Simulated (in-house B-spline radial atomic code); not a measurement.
A radial electron density 4πr²n(r) was computed for an atom or ion in its tabulated ground configuration with a B-spline radial code for spherical atoms; method: Dirac-Kohn-Sham PBE0, spherical fractional occupations, exact exchange averaged over the configuration. Columns: r (bohr), 4πr²n(r) (electrons per bohr), bar.

```
 0.00441   0.3943 #
 0.00532   0.5583 ##
 0.00642   0.7868 ##
 0.00774      1.1 ###
 0.00934    1.528 ####
  0.0113    2.114 ######
  0.0136    2.865 ########
  0.0164    3.846 ###########
  0.0198    5.088 ##############
  0.0239    6.599 ##################
  0.0288    8.345 #######################
  0.0348     10.3 #############################
  0.0419    12.24 ##################################
  0.0506    14.03 #######################################
  0.0611    15.33 ###########################################
  0.0737    15.86 ############################################
  0.0889    15.44 ###########################################
   0.107    14.14 #######################################
   0.129     12.3 ##################################
   0.156    10.56 #############################
   0.188    9.695 ###########################
   0.227    10.11 ############################
   0.274    11.64 ################################
   0.331    13.45 #####################################
   0.399    14.37 ########################################
   0.482    13.59 ######################################
   0.581    11.12 ###############################
   0.701    7.737 #####################
   0.846    4.601 #############
    1.02     2.57 #######
    1.23    1.756 #####
    1.49    1.723 #####
    1.79    1.851 #####
    2.16    1.758 #####
    2.61    1.383 ####
    3.15   0.8957 ##
     3.8   0.4776 #
    4.58   0.2107 #
    5.53  0.07534 
    6.67  0.02144 
    8.05 0.004533 
    9.71 0.0006732
```

(1) Which atom or ion is it?
A. Cl+
B. S2+
C. Si
D. Si+

## Answers

(1) C. The area under the curve, ∫4πr²n dr = ∫r·4πr²n d(ln r) on this logarithmic grid, is 14 electrons; among the options with that count, the innermost peak, which lies near 1/Z bohr, picks Z = 14. The configuration is [Ne] 3s2 3p2.
